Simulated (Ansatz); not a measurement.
Reaction (atomization): `[SiH3][OH+][GaH3-]` → Ga• + 7 H• + O• + Si•

Gas-phase electronic energies from Ansatz, PBE0-D4/def2-TZVP geometries. CBS: MP2 limit from def2 TZ/QZ plus the TZ coupled-cluster correction, frozen cores. This one scheme is used for every species, atoms too. DFT in def2-TZVPP. B3LYP here is the variant with VWN-RPA as its local correlation; programs differ in this. HSE06 is defined as in plane-wave codes. Open shells (•) are unrestricted, without spin–orbit coupling. Spin–orbit coupling would lower the free atoms: a little for O, Si; clearly for Ga. For Ga outer-core shells are correlated without core-valence functions, so the limit isn't a true one: a few kJ/mol of doubt a bond, and 10 to 20 or more in all where bonds break to atoms. Scalar relativity is left out up to krypton.

`[SiH3][OH+][GaH3-]`:

Z-matrix (Å, degrees):
```
Si
O 1 1.685
H 1 1.480 2 110.5
H 1 1.485 2 106.7 3 119.5
H 1 1.475 2 105.9 3 -121.4
Ga 2 2.176 1 118.1 3 60.7
H 2 0.960 1 117.7 3 -78.8
H 6 1.578 2 95.6 1 -120.2
H 6 1.571 2 100.1 1 118.3
H 6 1.583 2 92.2 1 -1.5
```

| level | ΔE (kJ/mol) | difference from CCSD(T)/CBS |
| --- | --- | --- |
| LDA (SPW92) | 3132.9 | 293.8 |
| PBE-D4 | 2766.4 | -72.7 |
| revPBE-D4 | 2719.4 | -119.7 |
| BLYP-D4 | 2773.1 | -66.0 |
| r2SCAN-D4 | 2814.8 | -24.3 |
| B97M-V | 2838.6 | -0.5 |
| PBE0-D4 | 2753.5 | -85.6 |
| B3LYP-D4 | 2804.3 | -34.8 |
| r2SCANh-D4 | 2803.1 | -36.0 |
| r2SCAN0-D4 | 2786.9 | -52.2 |
| HSE06-D4 | 2753.7 | -85.4 |
| BHLYP-D4 | 2767.9 | -71.2 |
| CAM-B3LYP-D4 | 2832.1 | -7.0 |
| ωB97X-V | 2835.4 | -3.7 |
| B2PLYP | 2778.9 | -60.2 |
| PBE-QIDH | 2771.6 | -67.5 |
| PBE | 2747.7 | -91.4 |
| revPBE | 2666.0 | -173.1 |
| BLYP | 2732.4 | -106.7 |
| r2SCAN | 2810.3 | -28.8 |
| PBE0 | 2737.6 | -101.5 |
| B3LYP | 2774.0 | -65.1 |
| r2SCANh | 2798.3 | -40.8 |
| r2SCAN0 | 2781.5 | -57.6 |
| HSE06 | 2738.8 | -100.3 |
| BHLYP | 2743.3 | -95.8 |
| CAM-B3LYP | 2815.9 | -23.2 |
| LC-ωPBE | 2779.8 | -59.3 |
| HF/def2-SVP | 2085.0 | -754.1 |
| MP2/def2-SVP | 2636.4 | -202.7 |
| CCSD/def2-SVP | 2639.1 | -200.0 |
| CCSD(T)/def2-SVP | 2654.3 | -184.8 |
| SCS-MP2/def2-TZVPP | 2794.6 | -44.5 |
| CCSD/def2-TZVPP | 2759.1 | -80.0 |
| CCSD(T)/def2-TZVPP | 2782.2 | -56.9 |
| HF/def2-QZVPP | 2104.9 | -734.2 |
| MP2/def2-QZVPP | 2801.0 | -38.1 |
| HF/CBS(def2) | 2105.7 | -733.4 |
| MP2/CBS(def2) | 2823.6 | -15.5 |
| CCSD/CBS(def2) | 2816.0 | -23.1 |
| CCSD(T)/CBS | 2839.1 | 0 |

Largest T1 diagnostic among the species: 0.013.

The D4 term adds +30.3 kJ/mol with B3LYP and +15.8 kJ/mol with PBE0; it sums over pairs of atoms, weighted by their polarisabilities, and B3LYP, whose exchange is more repulsive, gets the larger term. From r2SCAN to r2SCAN0 (25 % exact exchange), in def2-TZVPP and without D4, ΔE moves by −28.8 kJ/mol: exact exchange takes away binding that semilocal exchange gives to molecules.

For atomizations the MP2-based limit and the directly extrapolated one differ by several kJ/mol either way, and by 10 to 25 for some Ge, Se and Sn compounds, so smaller differences from it don't rank the levels.
